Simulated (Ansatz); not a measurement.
Geometry optimisation, UKS PBE0-D4/def2-SVP (Ansatz 0.2.0).

The input (input.yaml):

```yaml
crystal:
  periodic: [false, false, false]
  atoms:
    - { symbol: B, position_ang: [-0.079923, -0.050614, -0.113145] }
    - { symbol: F, position_ang: [-0.170673, -0.081783, 1.225989] }
    - { symbol: "N", position_ang: [1.207918, 0.073906, -0.673709] }
    - { symbol: H, position_ang: [1.395506, 0.114293, -1.663634] }
    - { symbol: H, position_ang: [2.02601, 0.17125, -0.090672] }
    - { symbol: "N", position_ang: [-1.27998, -0.16923, -0.84587] }
    - { symbol: H, position_ang: [-2.173317, -0.210713, -0.377469] }
    - { symbol: H, position_ang: [-1.340269, -0.13042, -1.851664] }
    - { symbol: O, position_ang: [0.045057, 0.145165, 3.64903] }
    - { symbol: H, position_ang: [-0.144727, -0.662955, 3.138243] }
magnetization:
  spin_polarized: true
  initial_magnetization: 1
basis:
  gaussian: { orbitals: def2-SVP }
hamiltonian:
  xc: pbe0
  dispersion: d4
relax:
  f_tol: 0.03
  max_steps: 50
```

Command:

```bash
$ ansatz run input.yaml --threads 4 --pin off --max-ram 5120MiB --backend cpu --events-out ev --progress --plain --runs-dir out
```

Problem. Where does it end, and by what steps?

Solution. It converged. The force dipped under the threshold on the way, but the program's further checks kept it going. After 20 steps the energy has fallen by 0.319 eV; O9 moved furthest, 1.45 Å.

| step | energy less start (eV) | largest force component (eV/Å) | accepted |
| --- | --- | --- | --- |
| 0 | 0.0000 | 0.634 | yes |
| 1 | -0.0516 | 0.540 | yes |
| 2 | -0.0593 | 1.319 | yes |
| 3 | -0.1165 | 0.184 | yes |
| 4 | -0.1244 | 0.812 | yes |
| 5 | -0.1267 | 0.444 | yes |
| 6 | -0.1447 | 0.030 | yes |
| 7 | -0.1497 | 0.287 | yes |
| 8 | -0.1575 | 0.456 | yes |
| 9 | -0.1738 | 0.526 | yes |
| 10 | -0.1910 | 0.169 | yes |
| 11 | -0.2157 | 0.212 | yes |
| 12 | -0.2423 | 0.423 | yes |
| 13 | -0.2749 | 0.458 | yes |
| 14 | -0.2961 | 0.308 | yes |
| 15 | -0.3072 | 0.081 | yes |
| 16 | -0.3171 | 0.056 | yes |
| 17 | -0.3187 | 0.041 | yes |
| 18 | -0.3189 | 0.041 | yes |
| 19 | -0.3190 | 0.031 | yes |
| 20 | -0.3191 | 0.009 | yes |

```xyz
10
Properties=species:S:1:pos:R:3
B -0.420 -0.147 -0.010
F -0.925 -0.435 1.232
N 0.935 0.219 -0.074
H 1.421 0.452 -0.926
H 1.492 0.260 0.773
N -1.317 -0.249 -1.091
H -2.280 -0.518 -0.951
H -1.070 -0.063 -2.050
O 1.277 -0.061 2.913
H 0.373 -0.260 2.581
```

Whether the end is a true minimum wasn't checked by a vibrational analysis.

Run time: 97 s on 4 threads of Arm Neoverse V1, with other jobs on the host, peak memory 0.29 GiB.
